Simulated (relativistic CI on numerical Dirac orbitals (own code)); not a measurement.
## Co26+: q coefficients and field-shift factors

Calculated at this level of theory: Dirac equation for one electron (own radial code, finite nucleus).

Configurations in the expansion: 1s, 2s, 2p. Levels of other configurations are missing.

With x = (α/α₀)² − 1 an excitation energy changes as ω = ω₀ + qx; K = 2q/ω₀ is the relative enhancement. Terms are leading LS components, so labels can repeat. The field-shift factor is F = δν/δ⟨r²⟩ for the transition from the lowest level.

Lowest level 1s ²S1/2.

```csv
Level,ω₀ (cm⁻¹),q (cm⁻¹),K,F (GHz/fm²)
2p ²P°1/2,60541937,554600,0.0183,-1040
2s ²S1/2,60542003,554700,0.0183,-906
2p ²P°3/2,60740866,758500,0.025,-1040
```
